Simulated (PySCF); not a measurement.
Saddle point of GeH4S, closed shell (GeH₄S ([SH2][GeH2]) → GeH₂S ([SH][GeH]) + H₂; bonds formed: H2–H4; bonds broken: Ge1–H4, H2–S3), PBE0-D4/def2-TZVP structure:

```csv
atom,x (Å),y (Å),z (Å)
Ge1,-0.2802,-0.7324,-1.1250
H2,0.3927,0.7892,-0.2095
S3,1.2714,-0.2442,0.7604
H4,-0.2331,0.9934,-1.0447
H5,-1.5082,-0.6700,-0.1178
H6,0.3574,-0.1360,1.7368
```

Energies are electronic, without zero-point energy. Barriers and step energies count from the start structure reached by relaxing down the imaginary mode; all methods use the PBE0-D4 structures, on which another method's saddle can fall below an end. Program: PySCF 2.14 with density fitting (its default auxiliary sets; JK sets also for MP2 and CCSD(T)). Basis: def2-TZVPP, with def2-QZVPP for the basis limit. Cores are frozen in the correlated methods. Filled d shells of the heavier atoms are correlated. The def2 sets are not built for correlating such inner shells, so the correlated values are less sure here. B3LYP uses VWN-RPA correlation. Extrapolation: Hartree–Fock as exp(−7.88 √X), correlation as X^−2.97.

```csv
method,barrier (kJ/mol),step energy (kJ/mol)
SPW92,26.7,-6.6
PBE-D4,36.4,-31.8
BLYP-D4,46.4,-44.1
r2SCAN-D4,45.9,-28.6
PBE0-D4,?,-26.2
B3LYP-D4,57.1,-37.5
BHLYP-D4,?,-32.2
CAM-B3LYP-D4,66.3,-29.6
wB97M-V,?,-32.0
HF,111.8,-37.8
MP2,60.0,-35.1
CCSD,76.0,-30.9
CCSD(T),66.7,-32.7
```

Task: Fill in the withheld barriers. (To be estimated.)

Result: By the calculation: PBE0-D4 50.6; wB97M-V 64.7; BHLYP-D4 75.5 kJ/mol. Each is the energy of the saddle less that of the start structure, by the same method.

For comparison, the barrier by CCSD(T) at an estimated basis limit (MP2 extrapolated from triple and quadruple zeta, plus CCSD(T) − MP2 in triple zeta) is 60.2 kJ/mol.

T1 diagnostic: at most 0.015. The end structure is not quite a true minimum (one mode of 51i cm⁻¹).

Labels in which every atom is bracketed show which atoms are joined, not bond orders.

For scale, one of the runs: CCSD(T)/def2-TZVPP, 146 basis functions, launched by `OMP_NUM_THREADS=4 python run.py`. The run took 2.3 min on 4 CPU threads of an Arm Neoverse N1 (shared host), with 0.99 GiB of host memory at its peak.
